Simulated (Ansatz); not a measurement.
Born–Oppenheimer molecular dynamics of a periodic cell of 13 atoms, Be12Al (surface Be(0001), adsorbate Al). It starts from a partly relaxed structure (largest force component 0.08 eV/Å).

Theory: Ansatz 0.2.0, DFT PBE, scalar-relativistic, plane waves, PAW. Settings: accuracy low, cutoff 420 eV, k mesh 3x3x1, fermi-dirac smearing 0.05 eV, no spin polarisation.

| Property | Result |
| --- | --- |
| ensemble | NVT, Nosé–Hoover chain |
| time step | 1 fs |
| steps asked | 300 |
| set temperature | 1200 K |
| thermostat | time constant 100 fs, chain length 1 |
| atoms held | 1 to 4 |
| seed | 101765 |

Frames 5 fs apart, positions in Å, forces in eV/Å.

Velocities at 20.0 fs (Å/ps):

```
Be 0.00 0.00 0.00
Be 0.00 0.00 0.00
Be 0.00 0.00 0.00
Be 0.00 0.00 0.00
Be 5.20 -0.83 0.25
Be 3.00 1.70 -5.17
Be -4.87 -4.57 -8.54
Be -6.31 1.18 0.10
Be 8.55 4.66 -5.01
Be -2.62 2.68 6.82
Be -2.47 4.83 -2.76
Be -2.39 6.98 -0.42
Al 1.17 2.41 -9.33
```

```xyz
13
Lattice="4.5800 0.0000 0.0000 2.2900 3.9664 0.0000 0.0000 0.0000 16.5884" Properties=species:S:1:pos:R:3:forces:R:3 time_fs=20.0 energy_less_start_eV=1.039 T=313
Be 0.000 0.000 1.000 0.06 -0.15 -0.34
Be 2.290 0.000 1.000 -0.11 0.07 -0.06
Be 1.145 1.983 1.000 0.21 0.00 -0.10
Be 3.435 1.983 1.000 -0.67 0.21 -0.52
Be -0.161 1.353 2.627 1.31 -0.19 0.95
Be 2.282 1.167 2.883 0.32 0.99 -0.89
Be 1.089 3.372 2.741 -0.03 -0.69 -0.36
Be 3.445 3.300 2.767 -0.61 0.16 0.04
Be -0.239 0.144 4.376 1.84 -0.41 0.59
Be 2.275 0.109 4.851 -0.06 -0.24 -0.37
Be 1.249 2.052 4.360 -0.73 0.10 0.88
Be 3.683 2.082 4.502 -1.56 0.08 0.34
Al 2.285 2.636 6.650 0.01 0.07 -0.17
13
Lattice="4.5800 0.0000 0.0000 2.2900 3.9664 0.0000 0.0000 0.0000 16.5884" Properties=species:S:1:pos:R:3:forces:R:3 time_fs=25.0 energy_less_start_eV=0.768 T=550
Be 0.000 0.000 1.000 0.03 -0.11 -0.39
Be 2.290 0.000 1.000 -0.24 0.07 -0.17
Be 1.145 1.983 1.000 0.22 -0.07 -0.23
Be 3.435 1.983 1.000 -0.53 0.19 -0.41
Be -0.118 1.348 2.640 0.95 0.01 0.74
Be 2.301 1.189 2.846 0.13 0.86 -0.55
Be 1.066 3.341 2.696 0.26 -0.30 0.12
Be 3.406 3.308 2.768 -0.27 0.13 -0.13
Be -0.174 0.162 4.359 1.14 -0.48 0.64
Be 2.262 0.120 4.879 0.13 -0.14 -0.51
Be 1.227 2.077 4.358 -0.52 -0.03 0.72
Be 3.651 2.117 4.504 -1.30 -0.22 0.21
Al 2.291 2.649 6.603 -0.01 0.08 -0.05
13
Lattice="4.5800 0.0000 0.0000 2.2900 3.9664 0.0000 0.0000 0.0000 16.5884" Properties=species:S:1:pos:R:3:forces:R:3 time_fs=30.0 energy_less_start_eV=0.539 T=755
Be 0.000 0.000 1.000 -0.03 -0.02 -0.41
Be 2.290 0.000 1.000 -0.34 0.09 -0.29
Be 1.145 1.983 1.000 0.22 -0.16 -0.39
Be 3.435 1.983 1.000 -0.29 0.15 -0.27
Be -0.051 1.342 2.673 0.36 0.20 0.38
Be 2.323 1.233 2.795 -0.11 0.57 -0.12
Be 1.049 3.302 2.653 0.47 0.17 0.58
Be 3.360 3.319 2.765 0.24 0.04 -0.29
Be -0.078 0.167 4.359 0.30 -0.46 0.76
Be 2.252 0.127 4.894 0.25 -0.05 -0.59
Be 1.192 2.101 4.374 -0.24 -0.14 0.50
Be 3.585 2.146 4.512 -0.78 -0.51 -0.02
Al 2.297 2.662 6.554 -0.06 0.12 0.17
13
Lattice="4.5800 0.0000 0.0000 2.2900 3.9664 0.0000 0.0000 0.0000 16.5884" Properties=species:S:1:pos:R:3:forces:R:3 time_fs=35.0 energy_less_start_eV=0.535 T=770
Be 0.000 0.000 1.000 -0.09 0.11 -0.42
Be 2.290 0.000 1.000 -0.39 0.12 -0.39
Be 1.145 1.983 1.000 0.16 -0.24 -0.55
Be 3.435 1.983 1.000 0.02 0.15 -0.20
Be 0.027 1.341 2.716 -0.32 0.25 0.04
Be 2.342 1.293 2.740 -0.32 0.18 0.32
Be 1.044 3.267 2.625 0.56 0.59 0.88
Be 3.321 3.332 2.754 0.76 -0.10 -0.36
Be 0.026 0.160 4.380 -0.52 -0.31 0.80
Be 2.249 0.132 4.894 0.30 -0.01 -0.57
Be 1.150 2.122 4.405 0.04 -0.20 0.30
Be 3.497 2.162 4.519 -0.07 -0.70 -0.30
Al 2.303 2.676 6.508 -0.13 0.16 0.45
13
Lattice="4.5800 0.0000 0.0000 2.2900 3.9664 0.0000 0.0000 0.0000 16.5884" Properties=species:S:1:pos:R:3:forces:R:3 time_fs=40.0 energy_less_start_eV=0.724 T=620
Be 0.000 0.000 1.000 -0.15 0.25 -0.41
Be 2.290 0.000 1.000 -0.36 0.15 -0.44
Be 1.145 1.983 1.000 0.05 -0.26 -0.63
Be 3.435 1.983 1.000 0.31 0.16 -0.24
Be 0.097 1.347 2.761 -0.90 0.14 -0.17
Be 2.354 1.358 2.693 -0.46 -0.24 0.66
Be 1.054 3.248 2.620 0.54 0.87 0.96
Be 3.301 3.342 2.734 1.10 -0.17 -0.23
Be 0.118 0.144 4.421 -1.21 -0.06 0.58
Be 2.254 0.137 4.879 0.33 -0.03 -0.47
Be 1.108 2.138 4.444 0.27 -0.25 0.15
Be 3.407 2.160 4.517 0.67 -0.75 -0.56
Al 2.307 2.692 6.465 -0.19 0.19 0.79
13
Lattice="4.5800 0.0000 0.0000 2.2900 3.9664 0.0000 0.0000 0.0000 16.5884" Properties=species:S:1:pos:R:3:forces:R:3 time_fs=45.0 energy_less_start_eV=0.925 T=459
Be 0.000 0.000 1.000 -0.19 0.35 -0.37
Be 2.290 0.000 1.000 -0.26 0.17 -0.43
Be 1.145 1.983 1.000 -0.07 -0.20 -0.60
Be 3.435 1.983 1.000 0.51 0.15 -0.34
Be 0.143 1.357 2.802 -1.25 -0.01 -0.29
Be 2.353 1.418 2.663 -0.49 -0.62 0.84
Be 1.078 3.252 2.640 0.44 0.95 0.87
Be 3.310 3.348 2.708 1.16 -0.12 0.10
Be 0.178 0.127 4.478 -1.62 0.20 0.10
Be 2.268 0.141 4.850 0.33 -0.06 -0.36
Be 1.073 2.147 4.487 0.39 -0.33 0.02
Be 3.334 2.137 4.501 1.23 -0.64 -0.69
Al 2.310 2.710 6.428 -0.19 0.16 1.15
13
Lattice="4.5800 0.0000 0.0000 2.2900 3.9664 0.0000 0.0000 0.0000 16.5884" Properties=species:S:1:pos:R:3:forces:R:3 time_fs=50.0 energy_less_start_eV=0.969 T=431
Be 0.000 0.000 1.000 -0.18 0.38 -0.30
Be 2.290 0.000 1.000 -0.09 0.18 -0.39
Be 1.145 1.983 1.000 -0.17 -0.07 -0.46
Be 3.435 1.983 1.000 0.58 0.10 -0.43
Be 0.157 1.367 2.836 -1.29 -0.09 -0.38
Be 2.339 1.461 2.654 -0.43 -0.87 0.82
Be 1.115 3.281 2.684 0.28 0.81 0.66
Be 3.350 3.351 2.684 0.93 0.02 0.47
Be 0.197 0.115 4.538 -1.65 0.38 -0.45
Be 2.291 0.144 4.812 0.20 -0.12 -0.28
Be 1.048 2.148 4.531 0.44 -0.41 -0.15
Be 3.292 2.098 4.466 1.48 -0.32 -0.56
Al 2.311 2.729 6.402 -0.09 0.01 1.44
13
Lattice="4.5800 0.0000 0.0000 2.2900 3.9664 0.0000 0.0000 0.0000 16.5884" Properties=species:S:1:pos:R:3:forces:R:3 time_fs=55.0 energy_less_start_eV=0.848 T=547
Be 0.000 0.000 1.000 -0.12 0.35 -0.19
Be 2.290 0.000 1.000 0.10 0.20 -0.34
Be 1.145 1.983 1.000 -0.23 0.10 -0.26
Be 3.435 1.983 1.000 0.53 0.04 -0.44
Be 0.138 1.374 2.860 -1.01 -0.06 -0.45
Be 2.314 1.482 2.668 -0.30 -0.95 0.61
Be 1.159 3.331 2.746 0.06 0.49 0.37
Be 3.414 3.355 2.673 0.47 0.11 0.72
Be 0.172 0.113 4.586 -1.30 0.43 -0.88
Be 2.318 0.143 4.766 -0.09 -0.19 -0.20
Be 1.035 2.138 4.572 0.42 -0.46 -0.37
Be 3.289 2.050 4.417 1.40 0.15 -0.12
Al 2.311 2.749 6.388 0.07 -0.20 1.56
13
Lattice="4.5800 0.0000 0.0000 2.2900 3.9664 0.0000 0.0000 0.0000 16.5884" Properties=species:S:1:pos:R:3:forces:R:3 time_fs=60.0 energy_less_start_eV=0.706 T=686
Be 0.000 0.000 1.000 -0.02 0.28 -0.05
Be 2.290 0.000 1.000 0.26 0.22 -0.32
Be 1.145 1.983 1.000 -0.26 0.24 -0.08
Be 3.435 1.983 1.000 0.41 0.01 -0.36
Be 0.091 1.380 2.872 -0.43 -0.02 -0.56
Be 2.280 1.479 2.698 -0.14 -0.84 0.30
Be 1.205 3.395 2.819 -0.20 0.03 -0.02
Be 3.493 3.361 2.680 -0.12 0.11 0.80
Be 0.112 0.121 4.612 -0.69 0.38 -1.05
Be 2.344 0.138 4.714 -0.43 -0.22 -0.07
Be 1.032 2.115 4.603 0.38 -0.41 -0.57
Be 3.323 2.005 4.364 1.00 0.57 0.51
Al 2.312 2.767 6.388 0.24 -0.36 1.48
13
Lattice="4.5800 0.0000 0.0000 2.2900 3.9664 0.0000 0.0000 0.0000 16.5884" Properties=species:S:1:pos:R:3:forces:R:3 time_fs=65.0 energy_less_start_eV=0.709 T=705
Be 0.000 0.000 1.000 0.06 0.19 0.09
Be 2.290 0.000 1.000 0.37 0.23 -0.32
Be 1.145 1.983 1.000 -0.26 0.34 0.05
Be 3.435 1.983 1.000 0.25 0.04 -0.22
Be 0.033 1.385 2.869 0.33 -0.04 -0.73
Be 2.243 1.453 2.736 0.10 -0.56 0.04
Be 1.246 3.461 2.892 -0.50 -0.52 -0.56
Be 3.568 3.370 2.709 -0.70 0.04 0.69
Be 0.033 0.141 4.612 0.09 0.22 -0.83
Be 2.359 0.126 4.659 -0.69 -0.18 0.16
Be 1.040 2.081 4.619 0.30 -0.23 -0.67
Be 3.384 1.974 4.323 0.29 0.82 1.11
Al 2.315 2.783 6.400 0.34 -0.38 1.20
13
Lattice="4.5800 0.0000 0.0000 2.2900 3.9664 0.0000 0.0000 0.0000 16.5884" Properties=species:S:1:pos:R:3:forces:R:3 time_fs=70.0 energy_less_start_eV=0.898 T=565
Be 0.000 0.000 1.000 0.12 0.11 0.19
Be 2.290 0.000 1.000 0.40 0.21 -0.29
Be 1.145 1.983 1.000 -0.22 0.40 0.10
Be 3.435 1.983 1.000 0.09 0.11 -0.07
Be -0.018 1.390 2.846 0.96 -0.08 -0.83
Be 2.207 1.411 2.777 0.41 -0.14 -0.15
Be 1.275 3.514 2.950 -0.81 -1.07 -1.22
Be 3.627 3.381 2.756 -1.18 -0.10 0.35
Be -0.044 0.166 4.589 0.94 -0.02 -0.24
Be 2.355 0.109 4.608 -0.75 -0.07 0.50
Be 1.056 2.040 4.617 0.22 0.06 -0.63
Be 3.454 1.964 4.312 -0.54 0.89 1.43
Al 2.321 2.795 6.424 0.35 -0.29 0.85
13
Lattice="4.5800 0.0000 0.0000 2.2900 3.9664 0.0000 0.0000 0.0000 16.5884" Properties=species:S:1:pos:R:3:forces:R:3 time_fs=75.0 energy_less_start_eV=1.089 T=418
Be 0.000 0.000 1.000 0.17 0.03 0.23
Be 2.290 0.000 1.000 0.36 0.15 -0.19
Be 1.145 1.983 1.000 -0.12 0.42 0.11
Be 3.435 1.983 1.000 -0.07 0.18 0.02
Be -0.045 1.392 2.801 1.08 -0.06 -0.51
Be 2.182 1.366 2.814 0.73 0.31 -0.34
Be 1.282 3.539 2.978 -1.01 -1.45 -1.70
Be 3.655 3.388 2.813 -1.50 -0.26 -0.18
Be -0.098 0.191 4.559 1.54 -0.30 0.34
Be 2.332 0.090 4.570 -0.53 0.02 0.89
Be 1.078 2.001 4.599 0.14 0.37 -0.47
Be 3.510 1.978 4.338 -1.08 0.75 1.24
Al 2.331 2.805 6.456 0.27 -0.18 0.55
```

Of the whole run (300 fs, mean temperature of the second half 1339 K): The conserved energy stayed within 0.33 meV per atom of its start (net change 0.32 meV per atom), so the integration is sound. The mean temperature of the second half is 12 % above the set value. A run of 0.3 ps of so small a system gives no equilibrium averages. Limits of this set-up: coarse k mesh, thin slab, slab without dipole correction, low accuracy level.

The run took 8 min on 1 thread of Intel(R) Xeon(R) Platinum 8488C (Sapphire Rapids) (shared host), peak memory 0.47 GiB.
